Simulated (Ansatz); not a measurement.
Reaction (isomerisation): `[CH3][Al]([OH])[CH2]F` → `[CH3][Al]([F])[CH2]O`

Gas-phase electronic energies from Ansatz, PBE0-D4/def2-TZVP geometries. CBS: MP2 limit from def2 TZ/QZ plus the TZ coupled-cluster correction, frozen cores. DFT in def2-TZVPP. One conformer a species, not always the lowest.

```json
{"level": "PBE-D4", "ΔE (kJ/mol)": "-44.0"}
{"level": "PBE0-D4", "ΔE (kJ/mol)": "-44.6"}
{"level": "ωB97X-V", "ΔE (kJ/mol)": "-42.5"}
{"level": "PBE", "ΔE (kJ/mol)": "-43.7"}
{"level": "HF/def2-QZVPP", "ΔE (kJ/mol)": "-40.8"}
{"level": "SCS-MP2/def2-QZVPP", "ΔE (kJ/mol)": "-46.4"}
{"level": "HF/CBS(def2)", "ΔE (kJ/mol)": "-41.0"}
{"level": "MP2/CBS(def2)", "ΔE (kJ/mol)": "-48.5"}
```

(1) What does CCSD(T)/CBS give? (Best estimate.)

Largest T1 diagnostic among the species: 0.012.

Results:

(1) Ansatz gave: -46.0 kJ/mol. The listed levels differ from it by 2.0, 1.4, 3.5, 2.3, 5.2, -0.4, 5.0, -2.5 kJ/mol.

In def2-TZVPP, CCSD(T) changes the Hartree–Fock value by −5.3 kJ/mol (the triples alone add −0.4 kJ/mol) and MP2 by −7.8 kJ/mol.
